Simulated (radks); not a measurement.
Values are calculated unless marked as measured or tabulated.
Cu4+, 25 electrons, occupied as [Ar] 3d7.

Level of theory: scalar-relativistic Kohn-Sham, LDA (Slater exchange, Perdew-Wang correlation), spin-polarised, spherical densities, finite nucleus; open shells are filled with parallel spins first; Fermi nuclear charge, rms radius 3.8823 fm (a radial shooting solver on a logarithmic mesh with Libxc functionals).

Energy parts (eV):
| part | energy |
|---|---|
| total | -44833.391 |
| kinetic | 45487.120 |
| electron-nucleus | -106285.157 |
| Hartree | 17674.416 |
| exchange-correlation | -1709.770 |

Orbitals (lengths in bohr, moments of r in powers of bohr; <r^-3> diverges for s and p1/2; r(max) is where P^2 peaks):
1s up: occ. 1; eigenvalue (eV) -8904.154; r(max) 0.03417; <r^4> 0.00003457; <1/r> 29.11
1s down: occ. 1; eigenvalue (eV) -8904.126; r(max) 0.03417; <r^4> 0.00003457; <1/r> 29.11
2s up: occ. 1; eigenvalue (eV) -1133.631; r(max) 0.1970; <r^4> 0.007476; <1/r> 6.311
2s down: occ. 1; eigenvalue (eV) -1131.416; r(max) 0.1969; <r^4> 0.007441; <1/r> 6.319
2p up: occ. 3; eigenvalue (eV) -989.2935; r(max) 0.1583; <r^4> 0.005565; <1/r> 6.201; <r^-3> 703.8
2p down: occ. 3; eigenvalue (eV) -987.5889; r(max) 0.1582; <r^4> 0.005530; <1/r> 6.208; <r^-3> 705.4
3s up: occ. 1; eigenvalue (eV) -184.8673; r(max) 0.6099; <r^4> 0.5082; <1/r> 2.034
3s down: occ. 1; eigenvalue (eV) -181.0191; r(max) 0.6107; <r^4> 0.5171; <1/r> 2.026
3p up: occ. 3; eigenvalue (eV) -142.1433; r(max) 0.6127; <r^4> 0.6500; <1/r> 1.899; <r^-3> 95.65
3p down: occ. 3; eigenvalue (eV) -138.3808; r(max) 0.6140; <r^4> 0.6678; <1/r> 1.888; <r^-3> 94.43
3d up: occ. 5; eigenvalue (eV) -72.8263; r(max) 0.5723; <r^4> 1.364; <1/r> 1.605; <r^-3> 10.00
3d down: occ. 2; eigenvalue (eV) -69.1746; r(max) 0.5766; <r^4> 1.500; <1/r> 1.584; <r^-3> 9.764

The highest occupied level is 3d down at -69.175 eV. For comparison, the ionisation energy in NIST's Atomic Spectra Database is 80 eV (semi-empirical). In exact Kohn-Sham theory the highest level is minus the ionisation energy, but local and semilocal functionals leave it too shallow, through self-interaction and a potential that decays too fast; potentials with the right tail come closer. Spin moment in Bohr magnetons: 3. The electron density at the nucleus is 2.229e+04 e/bohr^3 (large components only).
